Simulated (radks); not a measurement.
Isoelectronic series with 15 electrons, each ion in its NIST ground configuration. Method: scalar-relativistic Kohn-Sham, LDA (Slater exchange, Perdew-Wang correlation), spin-polarised, spherical densities, finite nucleus; open shells are filled with parallel spins first (spin-orbit coupling, left out, can overturn this in heavy ions); Fermi nuclear charge, rms radius of each element as measured or else 0.836 A^(1/3) + 0.57 fm; computed with a radial shooting solver on a logarithmic mesh with Libxc functionals. Total energies (hartree) and orbital eigenvalues (eV) (* marks an orbital that is empty in some or all of the ions):

| ion | configuration | E (hartree) | 3p down* | 3p up | 3s down | 3s up |
|---|---|---|---|---|---|---|
| P | [Ne] 3s2 3p3 | -340.84712 | -4.1165 | -6.2771 | -12.3316 | -14.7684 |
| V8+ | [Ne] 3s2 3p3 | -924.41869 | -185.1344 | -191.7768 | -212.7514 | -219.5224 |
| Ga16+ | [Ne] 3s2 3p3 | -1809.45824 | -567.0122 | -577.7812 | -616.6979 | -627.4794 |
| Ag32+ | [Ne] 3s2 3p3 | -4520.64471 | -1930.387 | -1949.457 | -2046.431 | -2065.336 |
| Cs40+ | [Ne] 3s2 3p3 | -6374.8082 | -2919.527 | -2942.834 | -3090.986 | -3114.096 |
| Eu48+ | [Ne] 3s2 3p3 | -8587.6959 | -4121.183 | -4148.814 | -4374.302 | -4401.749 |
| Lu56+ | [Ne] 3s2 3p3 | -11186.6642 | -5542.732 | -5574.788 | -5916.801 | -5948.743 |
